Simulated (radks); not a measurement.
Coulomb parameter of the 5d shell of the osmium ion Os3+ in the model configuration [Xe] 4f14 5d4 6p1, as a second difference U = [E(n + 0.5) + E(n - 0.5) - 2 E(n)] / (0.5)^2 with all orbitals relaxed. "Bare": the charge of the atom changes with n. "Screened": the 6p shell takes up the change at fixed total charge, which measures U(5d,5d) + U(6p,6p) - 2 U(5d,6p). Calculated with a radial shooting solver on a logarithmic mesh with Libxc functionals: scalar-relativistic Kohn-Sham, SCAN, spin-unpolarised, spherical densities, finite nucleus; meta-GGA in the generalised Kohn-Sham scheme; Fermi nuclear charge, rms radius 5.4126 fm.

case	configuration	E - E(n) (eV)
start	[Xe] 4f14 5d4 6p1	0.000
bare +0.5	[Xe] 4f14 5d4.5 6p1	-17.881
bare -0.5	[Xe] 4f14 5d3.5 6p1	21.080
screened +0.5	[Xe] 4f14 5d4.5 6p0.5	-7.409
screened -0.5	[Xe] 4f14 5d3.5 6p1.5	7.877

U(bare) = 12.796 eV, U(screened by 6p) = 1.870 eV, against the Slater integral F0(5d,5d) = 15.749 eV with frozen orbitals.
